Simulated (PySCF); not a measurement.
C₃H₃FO₂, SMILES FC1=COCO1. Heavy atoms are numbered as in [F:1][C:2]1=[CH:3][O:4][CH2:5][O:6]1. Hydrogens are named by the atom that carries them.

Geometry: B3LYP-D3(BJ)/def2-SVP. A frequency run showed that this geometry is not a minimum. One conformer was computed; it need not be the lowest.

These are HF/pcSseg-1 (PySCF) values and carry that method's errors.

GIAO shieldings, no solvent; atoms alike by connectivity are averaged. δ = σ(ref) − σ: ¹⁹F against CFCl3 (σ = 238.5 ppm); ¹³C against TMS (σ = 192.6 ppm); ¹⁷O against H2O (σ = 333.0 ppm); ¹H against TMS (σ = 31.99 ppm), references at their B3LYP-D3(BJ)/def2-TZVP geometries, non-relativistic.

Computed chemical shifts:
```csv
nucleus,atoms,count,δ (ppm)
¹⁹F,F1,1,-129.3
¹³C,C2,1,164.1
¹³C,C3 (CH),1,107.6
¹³C,C5 (CH2),1,92.0
¹⁷O,O6,1,81.9
¹⁷O,O4,1,21.9
¹H,H on C3,1,6.67
¹H,H on C5,2,5.75
```
